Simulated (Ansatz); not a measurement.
Mulliken charges of C3H4BFO, SMILES `FB1C=COC1` from r2SCAN/def2-TZVPP in Ansatz (PBE0-D4/def2-TZVP geometry).

```csv
atom,x (Å),y (Å),z (Å),charge (e)
F1,0.781,0.738,2.141,-0.290
B2,0.372,0.273,0.967,0.394
C3,0.454,-1.115,0.375,-0.304
C4,-0.122,-0.990,-0.843,0.153
O5,-0.588,0.201,-1.217,-0.244
C6,-0.345,1.139,-0.148,-0.034
H7,0.849,-2.056,0.729,0.077
H8,-0.269,-1.755,-1.599,0.096
H9,-1.309,1.560,0.150,0.076
H10,0.261,1.954,-0.553,0.076
```

**Question.** By hand: the dipole of these point charges (1 e Å = 4.8032 D).

**Answer.** Σ q r = (-0.122, -0.066, -0.309) e Å, of length 0.339 e Å = 1.63 D.

**Question.** How does the dipole of the full density compare? (Best estimate.)

**Answer.** Ansatz gave: (-0.087, -0.061, -0.227) e Å, 1.20 D; the point charges give 1.36 times that, at 3° from its direction.

Point charges leave out the atoms' own dipoles, such as those of lone pairs, and Mulliken's split depends on the basis, so the two needn't agree.
